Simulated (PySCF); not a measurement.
## Gd(III) with different ligands

Computed with PySCF 2.14.0, PBE0, def2-SVP on the ligands, density fitting, scalar-relativistic core potentials, no spin-orbit coupling, vacuum. The metal has lcecp-1-SVP with ECP53. Each complex is relaxed within the symmetry of a template of the same shape. Distances are means of the shortest metal–ligand contacts, charges and spins Mulliken's. lcecp potentials hold a fixed number of 4f electrons in the core, out of states, spins and gaps.

| complex | point group | M–first ligand (Å) | charge on M (e) | dipole (D) | strongest infrared band, degenerate modes summed (cm⁻¹) | unstable modes (below −25 cm⁻¹) |
| --- | --- | --- | --- | --- | --- | --- |
| GdSF | Cs | 2.345 | 0.81 | 8.27 | 569 | 0 |
| GdO(OH) | Cs | 1.849 | 0.81 | 6.14 | 817 | 0 |
| GdOCl | Cs | 1.828 | 0.82 | 7.54 | 842 | 0 |

(1) A further member has point group Cs, M–first ligand (Å) 1.840, charge on M (e) 0.91, dipole (D) 7.60, strongest infrared band, degenerate modes summed (cm⁻¹) 826, unstable modes (below −25 cm⁻¹) 0. Which complex is it?

One start shape was tried for each, so a minimum needn't be the lowest isomer.

## Answers

(1) GdOF. This is one of several that fit.
